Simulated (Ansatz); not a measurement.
Species: BCl₂ (charge -1, singlet). 
Coordinates optimised at B3LYP-D3(BJ)/def2-TZVP (Ansatz, a quantum-chemistry and plane-wave program):
```xyz
3

B      0.6671    -0.5922     0.5364
Cl     0.9709     0.3558    -1.1117
Cl    -1.1671    -0.1816     0.9539
```
Charge -1, spin multiplicity 1.

Basis-set convergence of Hartree-Fock and CCSD(T) correlation energies (hartree) with Ansatz. Correlated levels leave the core frozen unless marked. No spin-orbit coupling. Non-relativistic.

The Hartree-Fock reference is unstable (checked in the largest basis), which strains HF and MP2. 

```json
[
 {"basis": "aug-cc-pV(D+d)Z", "functions": "87", "E(HF)": "-943.73240", "E(corr, CCSD(T))": "-0.44160"},
 {"basis": "aug-cc-pV(T+d)Z", "functions": "156", "E(HF)": "?", "E(corr, CCSD(T))": "?"}
]
```

Problem. Some entries are withheld; supply them.

Solution. 
- aug-cc-pV(T+d)Z, E(HF): -943.75943
- aug-cc-pV(T+d)Z, E(corr, CCSD(T)): -0.55734
